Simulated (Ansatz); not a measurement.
```yaml
crystal:
  periodic: [false, false, false]
  atoms:
    - {symbol: Sn, position_ang: [-0.285092, 1.646049, 0.275927]}
    - {symbol: Xx, position_ang: [-0.355976, -0.485835, 0.458917]}
    - {symbol: O, position_ang: [0.948324, -1.106231, 0.823666]}
    - {symbol: Si, position_ang: [0.455036, -1.633733, -0.673410]}
    - {symbol: H, position_ang: [0.941684, 2.043335, -0.842574]}
    - {symbol: H, position_ang: [0.059791, 2.357124, 1.789117]}
    - {symbol: H, position_ang: [-1.795801, 2.208013, -0.292977]}
    - {symbol: H, position_ang: [-1.167062, -0.868430, 1.080052]}
    - {symbol: H, position_ang: [0.057586, -3.054451, -0.773308]}
    - {symbol: H, position_ang: [1.224712, -1.156942, -1.842410]}
basis:
  gaussian: {orbitals: def2-SVP, fitting: {mean_field: def2-universal-jkfit}, nuclear_model: gaussian}
hamiltonian: {xc: {name: r2SCANh}, dispersion: d4}
accuracy: high
output: {forces: true}
```

```sh
$ ansatz run in.yaml --threads 4 --pin off --events-out ev --progress --plain --max-ram 10444MiB
```

Output, abridged:

```
Error: YAML parse error: error: line 5 column 16: `Xx` is not an element symbol (H … Og, case-exact)
 --> <input>:5:16
3 |   atoms:
4 |     - {symbol: Sn, position_ang: [-0.285092, 1.646049, 0.275927]}
5 |     - {symbol: Xx, position_ang: [-0.355976, -0.485835, 0.458917]}
6 |     - {symbol: O, position_ang: [0.948324, -1.106231, 0.823666]}
7 |     - {symbol: Si, position_ang: [0.455036, -1.633733, -0.673410]}
```

Problem. Something in this input is off. What?

Solution. An element symbol is wrong. The input was rejected before any iteration.
